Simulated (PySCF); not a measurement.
# Multinuclear NMR of C₄H₁₂O₂Si₂

Atom-mapped SMILES (the numbers label the heavy atoms): `[CH3:1][O:2][C:3](=[O:4])[CH2:5][CH:6]([SiH3:7])[SiH3:8]`. Each H is labelled by its parent atom.

PySCF 2.14 calculation with shielding tensors at PBE0/pcSseg-1 (GIAO) and structure optimised with GFN2-xTB; single conformer, gas phase, non-relativistic Hamiltonian, averaged over atoms made equivalent by symmetry, fast rotation or ring inversion.

**Question.** What are the 29Si shifts?

**Answer.** 
```
  atoms               environment  σ (ppm)  δ (ppm)
Si7/Si8  silicon bonded to C, 3 H    415.7    -61.7
```

Shieldings were converted by a linear fit to measured shifts: 29Si: δ = 279.94 − 0.822σ (rms 8.9 ppm, 72 shifts, 25.8 ppm with the 6 outliers that the fit left out vs TMS, solution or neat liquid). A few per cent of atoms miss by over 2 rms, more outside the fitted compound classes.

On a 600 MHz spectrometer 29Si resonates near 119.2 MHz, so 1 ppm is 119.2 Hz.

**Question.** Where does 17O resonate?

**Answer.** 
```json
{"atoms": "O4", "environment": "ester carbonyl oxygen", "σ (ppm)": "-83.5", "δ (ppm)": "342.8"}
{"atoms": "O2", "environment": "ester alkoxy oxygen", "σ (ppm)": "144.0", "δ (ppm)": "135.6"}
```

Shieldings were converted by a linear fit to measured shifts: 17O: δ = 266.70 − 0.911σ (rms 10.7 ppm, 155 shifts, 12.2 ppm with the 3 outliers that the fit left out vs liquid water, solution or neat liquid). A few per cent of atoms miss by over 2 rms, more outside the fitted compound classes.

On a 400 MHz spectrometer 17O resonates near 54.2 MHz, so 1 ppm is 54.2 Hz.
